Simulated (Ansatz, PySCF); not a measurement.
C₅H₉B, SMILES C#CB(C)CC. Atoms are numbered in the order given.

```xyz
15

C     -0.6885     2.3307     0.3967
C     -0.5939     1.1460     0.1212
B     -0.4598    -0.3411    -0.2195
C     -1.6931    -1.0970    -0.8408
C      0.8999    -1.0950     0.0408
C      2.1287    -0.2757     0.4390
H     -0.7739     3.3742     0.6386
H     -2.6481    -0.8173    -0.3669
H     -1.7796    -0.7694    -1.8958
H     -1.5893    -2.1931    -0.8447
H      1.1090    -1.7299    -0.8426
H      0.6550    -1.8380     0.8305
H      1.9362     0.3130     1.3496
H      2.4006     0.4427    -0.3510
H      3.0086    -0.9113     0.6287
```

Geometry: B3LYP-D3(BJ)/def2-SVP. This is a generated structure with no PubChem entry under its InChIKey; it may be hypothetical. The values are those of a single conformer.

Two levels are set side by side: PBE-D3(BJ)/def2-SVP (Ansatz, a first-principles code) and B3LYP-D3(BJ)/def2-SVP (Ansatz). Each level has its own optimised geometry; the coordinates shown are those of the second. Frequencies come from the Hessian of PySCF at each geometry. Differences are taken from unrounded values.

```json
[
 {"quantity": "mean bond length (Å)", "B3LYP-D3(BJ)": "1.239"},
 {"quantity": "bond C1–C2 (Å)", "B3LYP-D3(BJ)": "1.220"},
 {"quantity": "bond C2–B3 (Å)", "B3LYP-D3(BJ)": "1.531"},
 {"quantity": "bond B3–C4 (Å)", "B3LYP-D3(BJ)": "1.574"},
 {"quantity": "bond B3–C5 (Å)", "B3LYP-D3(BJ)": "1.576"},
 {"quantity": "bond C5–C6 (Å)", "B3LYP-D3(BJ)": "1.530"},
 {"quantity": "bond C1–H7 (Å)", "B3LYP-D3(BJ)": "1.075"},
 {"quantity": "bond C4–H8 (Å)", "B3LYP-D3(BJ)": "1.102"},
 {"quantity": "bond C4–H9 (Å)", "B3LYP-D3(BJ)": "1.108"},
 {"quantity": "bond C4–H10 (Å)", "B3LYP-D3(BJ)": "1.101"},
 {"quantity": "bond C5–H11 (Å)", "B3LYP-D3(BJ)": "1.108"},
 {"quantity": "bond C5–H12 (Å)", "B3LYP-D3(BJ)": "1.112"},
 {"quantity": "bond C6–H13 (Å)", "B3LYP-D3(BJ)": "1.101"},
 {"quantity": "bond C6–H14 (Å)", "B3LYP-D3(BJ)": "1.102"},
 {"quantity": "bond C6–H15 (Å)", "B3LYP-D3(BJ)": "1.102"},
 {"quantity": "highest harmonic wavenumber (cm⁻¹)", "B3LYP-D3(BJ)": "3459"},
 {"quantity": "mean harmonic wavenumber (cm⁻¹)", "B3LYP-D3(BJ)": "1396"},
 {"quantity": "zero-point energy (kcal/mol)", "B3LYP-D3(BJ)": "77.81"}
]
```

Question: What does PBE-D3(BJ) give, and how far is it from B3LYP-D3(BJ)? (Estimate from the structure and the level; the computed values follow.)

Answer: 
| quantity | PBE-D3(BJ) | PBE-D3(BJ) minus B3LYP-D3(BJ) |
|---|---|---|
| mean bond length (Å) | 1.245 | 0.006 |
| bond C1–C2 (Å) | 1.232 | 0.012 |
| bond C2–B3 (Å) | 1.532 | 0.001 |
| bond B3–C4 (Å) | 1.577 | 0.003 |
| bond B3–C5 (Å) | 1.580 | 0.004 |
| bond C5–C6 (Å) | 1.530 | 0.000 |
| bond C1–H7 (Å) | 1.082 | 0.008 |
| bond C4–H8 (Å) | 1.109 | 0.007 |
| bond C4–H9 (Å) | 1.115 | 0.007 |
| bond C4–H10 (Å) | 1.108 | 0.007 |
| bond C5–H11 (Å) | 1.115 | 0.008 |
| bond C5–H12 (Å) | 1.120 | 0.008 |
| bond C6–H13 (Å) | 1.109 | 0.008 |
| bond C6–H14 (Å) | 1.109 | 0.007 |
| bond C6–H15 (Å) | 1.109 | 0.007 |
| highest harmonic wavenumber (cm⁻¹) | 3392 | -66 |
| mean harmonic wavenumber (cm⁻¹) | 1359 | -37 |
| zero-point energy (kcal/mol) | 75.77 | -2.04 |

GGA bonds tend to be longer and softer than those of functionals with exact exchange. Differences between two approximate levels are no errors against the true value.
